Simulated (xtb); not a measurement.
C2H6Mg, charge +1, doublet, from a rough starting geometry (GFN-xTB shapes and energies of metal compounds can be far from the true ones) (a state made from the parent by changing its charge; the spin is typed, not shown lowest); GFN2-xTB run with xtb 6.7.1.

Here is a job for xtb.
```
$ xtb mol.xyz --gfn 2 --chrg 1 --uhf 1 --opt vtight --json

# file mol.xyz
9

Mg    -0.01379231     0.03836767     0.02490757
C      1.65462508     0.21870819    -1.30972027
H      2.38068912    -0.59027349    -1.25155976
H      2.16509761     1.20052524    -1.20709423
H      1.27999176     0.30914697    -2.35699197
C     -1.69162604    -0.26967020     1.34898112
H     -2.19707889    -1.20010793     1.10319205
H     -2.36485101     0.55938455     1.30512332
H     -1.34954352    -0.30453224     2.35174006
```

What the program printed (banner, timings and long lists left out):

```
   ID    Z sym.   atoms
    1   12 Mg     1
    2    6 C      2, 6
    3    1 H      3-5, 7-9

           -------------------------------------------------
          |                Calculation Setup                |
           -------------------------------------------------

           -------------------------------------------------
          |                 G F N 2 - x T B                 |
           -------------------------------------------------

          ...................................................
          :                      SETUP                      :
          :.................................................:
          :  # basis functions                  24          :
          :  # atomic orbitals                  23          :
          :  # shells                           13          :
          :  # electrons                        15          :
          :  max. iterations                   250          :
          :  Hamiltonian                  GFN2-xTB          :
          :  restarted?                      false          :
          :  GBSA solvation                  false          :
          :  PC potential                    false          :
          :  electronic temp.          300.0000000     K    :
          :  accuracy                    1.0000000          :
          :  -> integral cutoff          0.2500000E+02      :
          :  -> integral neglect         0.1000000E-07      :
          :  -> SCF convergence          0.1000000E-05 Eh   :
          :  -> wf. convergence          0.1000000E-03 e    :
          :  Broyden damping             0.4000000          :
          :  net charge                          1          :
          :  unpaired electrons                  1          :
          ...................................................

 iter      E             dE          RMSdq      gap      omega  full diag
   1     -6.1397921 -0.613979E+01  0.276E+01    0.56       0.0  T
   2     -6.5175666 -0.377774E+00  0.152E+01    9.10       1.0  T
   3     -7.2818100 -0.764243E+00  0.662E+00    2.82       1.0  T
   4     -7.4374645 -0.155654E+00  0.692E+00    2.27       1.0  T
   5     -7.4298114  0.765302E-02  0.678E+00    2.25       1.0  T
   6     -7.4570401 -0.272287E-01  0.361E+00    2.61       1.0  T
   7     -7.4550986  0.194153E-02  0.340E+00    2.51       1.0  T
   8     -7.4574732 -0.237458E-02  0.880E-01    2.87       1.0  T
   9     -7.4614513 -0.397808E-02  0.415E-01    2.77       1.0  T
  10     -7.4622386 -0.787297E-03  0.235E-01    2.73       1.0  T
  11     -7.4625099 -0.271355E-03  0.120E-01    2.71       1.0  T
  12     -7.4626201 -0.110149E-03  0.383E-02    2.68       1.0  T
  13     -7.4626300 -0.989605E-05  0.797E-03    2.68       4.2  T
  14     -7.4626303 -0.333812E-06  0.157E-03    2.68      21.2  T
  15     -7.4626303 -0.199713E-07  0.505E-04    2.68      66.1  T
  16     -7.4626303 -0.159983E-08  0.545E-05    2.68     612.0  T

   *** convergence criteria satisfied after 16 iterations ***

         :::::::::::::::::::::::::::::::::::::::::::::::::::::
         ::                     SUMMARY                     ::
         :::::::::::::::::::::::::::::::::::::::::::::::::::::
         :: total energy              -7.352974245346 Eh    ::
         :: gradient norm              0.056337922317 Eh/a0 ::
         :: HOMO-LUMO gap              2.675832254452 eV    ::
         ::.................................................::
         :: SCC energy                -7.462628387973 Eh    ::
         :: -> isotropic ES            0.114675883203 Eh    ::
         :: -> anisotropic ES         -0.016041164222 Eh    ::
         :: -> anisotropic XC          0.005124677591 Eh    ::
         :: -> dispersion             -0.002028298443 Eh    ::
         :: repulsion energy           0.109654142627 Eh    ::
         :: add. restraining           0.000000000000 Eh    ::
         :: total charge               1.000000000000 e     ::
[...]
 * total energy  :    -7.3603957 Eh     change       -0.6669931E-03 Eh
 * total energy  :    -7.3604568 Eh     change       -0.6115650E-04 Eh
 * total energy  :    -7.3604643 Eh     change       -0.7491093E-05 Eh
 * total energy  :    -7.3604658 Eh     change       -0.1504351E-05 Eh
 * total energy  :    -7.3604662 Eh     change       -0.3691108E-06 Eh
 * total energy  :    -7.3604663 Eh     change       -0.1613121E-06 Eh
 * total energy  :    -7.3604665 Eh     change       -0.1459825E-06 Eh
 * total energy  :    -7.3604667 Eh     change       -0.1701845E-06 Eh
 * total energy  :    -7.3604669 Eh     change       -0.2131711E-06 Eh
 * total energy  :    -7.3604671 Eh     change       -0.1925397E-06 Eh
 * total energy  :    -7.3604672 Eh     change       -0.1393026E-06 Eh
 * total energy  :    -7.3604673 Eh     change       -0.8448156E-07 Eh
   *** GEOMETRY OPTIMIZATION CONVERGED AFTER 14 ITERATIONS ***
         :: total energy              -7.360467292791 Eh    ::
[...]
         6        2.0000           -0.6531475             -17.7730
         7        2.0000           -0.6152435             -16.7416
         8        1.0000           -0.5502820             -14.9739 (HOMO)
         9                         -0.4603039             -12.5255 (LUMO)
        10                         -0.2421114              -6.5882
        11                         -0.2421052              -6.5880
        12                         -0.1860079              -5.0615
        13                         -0.1859975              -5.0613
        14                         -0.1499970              -4.0816
        15                         -0.1494428              -4.0665
        16                         -0.1344003              -3.6572
        17                         -0.0072692              -0.1978
        18                          0.0627971               1.7088
        19                          0.0628019               1.7089
       ...                                ...                  ...
        23                          0.6917696              18.8240
      -------------------------------------------------------------
                  HL-Gap            0.0899782 Eh            2.4484 eV
             Fermi-level           -0.5440279 Eh          -14.8038 eV

     #   Z          covCN         q      C6AA      α(0)
     1  12 Mg       1.580     0.491   110.100    24.934
     2   6 C        3.561    -0.168    24.795     7.261
     3   1 H        0.925     0.141     1.454     1.886
     4   1 H        0.925     0.141     1.453     1.885
     5   1 H        0.926     0.141     1.457     1.888
     6   6 C        3.561    -0.168    24.795     7.261
     7   1 H        0.926     0.141     1.457     1.887
     8   1 H        0.925     0.141     1.456     1.887
     9   1 H        0.925     0.141     1.453     1.885

 Mol. C6AA /au·bohr⁶  :        724.471780
 Mol. C8AA /au·bohr⁸  :      29818.504277
 Mol. α(0) /au        :         50.772611

Wiberg/Mayer (AO) data.
largest (>0.10) Wiberg bond orders for each atom

 ---------------------------------------------------------------------------
     #   Z sym  total        # sym  WBO       # sym  WBO       # sym  WBO
 ---------------------------------------------------------------------------
     1  12 Mg   1.822 --     2 C    0.750     6 C    0.750
     2   6 C    3.759 --     5 H    0.920     3 H    0.920     4 H    0.920
                             1 Mg   0.750     6 C    0.235
     3   1 H    0.979 --     2 C    0.920
     4   1 H    0.979 --     2 C    0.920
     5   1 H    0.979 --     2 C    0.920
     6   6 C    3.759 --     7 H    0.920     8 H    0.920     9 H    0.920
                             1 Mg   0.750     2 C    0.235
     7   1 H    0.979 --     6 C    0.920
     8   1 H    0.979 --     6 C    0.920
     9   1 H    0.979 --     6 C    0.920
 ---------------------------------------------------------------------------

Topologies differ in total number of bonds
Writing topology from bond orders to xtbtopo.mol

molecular dipole:
                 x           y           z       tot (Debye)
 q only:       -0.018      -0.004       0.015
   full:       -0.012      -0.001       0.024       0.067
molecular quadrupole (traceless):
                xx          xy          yy          xz          yz          zz
 q only:        4.387       1.572      -5.386      -8.151      -1.279       0.999
  q+dip:        4.626       1.658      -5.680      -8.596      -1.348       1.054
   full:        3.046       1.091      -3.740      -5.660      -0.888       0.694

optimized geometry written to: xtbopt.xyz

           -------------------------------------------------
          | TOTAL ENERGY               -7.360467292791 Eh   |
          | GRADIENT NORM               0.000036522445 Eh/α |
          | HOMO-LUMO GAP               2.448431083533 eV   |
           -------------------------------------------------

normal termination of xtb
```
